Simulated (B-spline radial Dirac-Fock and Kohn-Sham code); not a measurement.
Level of theory: Dirac-Fock (average of configuration) total-energy differences with a finite nucleus, the Breit interaction including its frequency dependence, and self-energy and vacuum-polarisation corrections; a radial B-spline solver. Two-hole levels are in intermediate coupling, intensities from independent-particle Coulomb rates.

Question: These computed lines form the K-LL Auger spectrum of a free neutral atom. Which element, and how are the lines assigned?

| kinetic energy (eV) | relative intensity |
| --- | --- |
| 29129.8 | 23 |
| 29542.5 | 34 |
| 29578.5 | 3 |
| 29912.9 | 6 |
| 30038.5 | 29 |
| 30099.2 | 7 |
| 30441.7 | 100 |
| 30935.3 | 6 |
| 30973.8 | 36 |

Answer: Nd ([Xe] 4f4 6s2). From low to high energy: K-L1L1 ¹S0, K-L1L2 ³P1, K-L1L2 ³P0, K-L2L2 ³P0, K-L1L3 ¹P1, K-L1L3 ³P2, K-L2L3 ¹D2, K-L3L3 ¹S0, K-L3L3 ³P2. The labels give the leading jj configuration and the leading LS term by weight; in heavy atoms the literature often keeps the label of the LS limit instead.
